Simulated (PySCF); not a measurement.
**Predicted spectroscopic data**

PySCF 2.14 calculation with geometry from PBE0-D3(BJ)/def2-SVP, shieldings: GIAO PBE0/pcSseg-1 and B3LYP/pcJ-1 coupling constants (spin–dipole term left out of most H,H and C,H couplings); no relativistic terms, one averaged value for each set of equivalent atoms, one computed conformer, in vacuum.

δ = σ(ref) − σ, references computed at the same level: 1H (31.27 ppm) and 13C (184.41 ppm) vs TMS. Multiplet labels drop J under 1 Hz and among equivalent protons, and merge close values. Unscaled 3J(H,H) run several per cent high. Where no couplings were computed, multiplicities follow the n + 1 count of equivalent neighbours, and m marks all less simple cases (inequivalent or close neighbours, rings, F or P nearby). Carbons bonded to boron are broad in practice. Shifts are as computed. Against solution values, carbons near 30 ppm lie about +2 ppm off and those near 130 ppm about +5 ppm. Of 1211 compounds with measured shifts, 218 miss one by over three times the rms of a fit or turn the order of signals round; such compounds aren't used in these exercises. OH and NH positions are gas-phase values without hydrogen bonding to other molecules.

Compound 1 (C$_{7}$H$_{9}$BO$_{2}$). 1H NMR (400 MHz, computed): δ 7.73 (d, 2H), 7.32 (d, 2H), 4.21 (br s, 2H), 2.41 (s, 3H). 13C{1H} NMR (computed): δ 146.7 (C), 139.2 (CH), 133.9 (CH), 131.2 (C), 23.5 (CH3). Structure: 4-tolylboronic acid.

Compound 2 (C$_{6}$H$_{7}$NO). 1H NMR (400 MHz, computed): δ 8.29 (dd, J = 5.6, 1.8 Hz, 1H), 7.61 (ddd, J = 9.2, 7.8, 1.8 Hz, 1H), 6.78 (dd, J = 7.8, 5.6 Hz, 1H), 6.76 (d, J = 9.2 Hz, 1H), 3.86 (s, 3H). 13C{1H} NMR (computed): δ 168.4 (C), 153.6 (CH), 143.6 (CH), 120.4 (CH), 115.0 (CH), 53.6 (CH3). Structure: SMILES COc1ccccn1.
